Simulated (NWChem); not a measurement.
System: CH$_{3}$BI$_{2}$; SMILES B(I)(C)I

```xyz
7

B      0.8320    -0.0017     0.0219
I     -0.2577    -1.8339    -0.0058
I     -0.2575     1.8330    -0.0042
C      2.3896     0.0073     0.0095
H      2.8052     0.8461     0.5879
H      2.7076     0.1644    -1.0386
H      2.8328    -0.9395     0.3486
```
Atoms are numbered in this order, from 1.

Level: PBE0/def2-SVP with def2 effective core potentials on I (NWChem), optimised geometry, unscaled harmonic frequencies. def2 effective core potentials on I; no spin-orbit coupling.

### Question
List the harmonic frequencies with IR intensities, and the thermochemistry.

### Answer
```json
[
 {"frequency (cm⁻¹)": "43", "IR intensity (km/mol)": "0.3"},
 {"frequency (cm⁻¹)": "123", "IR intensity (km/mol)": "0.0"},
 {"frequency (cm⁻¹)": "231", "IR intensity (km/mol)": "0.0"},
 {"frequency (cm⁻¹)": "331", "IR intensity (km/mol)": "0.8"},
 {"frequency (cm⁻¹)": "365", "IR intensity (km/mol)": "4.3"},
 {"frequency (cm⁻¹)": "647", "IR intensity (km/mol)": "165.7"},
 {"frequency (cm⁻¹)": "784", "IR intensity (km/mol)": "9.5"},
 {"frequency (cm⁻¹)": "946", "IR intensity (km/mol)": "196.5"},
 {"frequency (cm⁻¹)": "1059", "IR intensity (km/mol)": "79.5"},
 {"frequency (cm⁻¹)": "1312", "IR intensity (km/mol)": "73.1"},
 {"frequency (cm⁻¹)": "1404", "IR intensity (km/mol)": "1.1"},
 {"frequency (cm⁻¹)": "1426", "IR intensity (km/mol)": "10.5"},
 {"frequency (cm⁻¹)": "3044", "IR intensity (km/mol)": "2.4"},
 {"frequency (cm⁻¹)": "3134", "IR intensity (km/mol)": "2.7"},
 {"frequency (cm⁻¹)": "3179", "IR intensity (km/mol)": "1.4"}
]
```

The zero-point energy is 25.8 kcal/mol and the thermal correction to the enthalpy at 298.15 K (with zero-point energy) is 30.1 kcal/mol. The heat capacity Cv is 17.5 cal/(mol K). The entropy at 298.15 K and 1 atm (symmetry number 1) is 85.8 cal/(mol K).

Rigid rotor and harmonic oscillator; modes under 100 cm⁻¹ make the entropy uncertain.
